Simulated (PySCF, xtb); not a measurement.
Sn(H)2(Br)(OH) (BrH3OSn), SMILES [OH][SnH2][Br]. The values are those of a single conformer.

Harmonic wavenumbers (cm⁻¹) from GFN2-xTB run with xtb 6.7.1 at its own minimum, in rising order: 99, 134, 234, 342, 437, 463, 514, 624, 790, 1485, 1669, 3641.

### Question
What does PySCF with r2SCAN-D4/def2-SVP give at its own minimum? (The exact figures need the calculation; the answer reports its results.)

### Answer
120, 200, 256, 417, 511, 621, 642, 670, 850, 1921, 1971, 3834. Paired by order, the mean absolute difference is 132 cm⁻¹ and the zero-point energies are 14.9 and 17.2 kcal/mol.
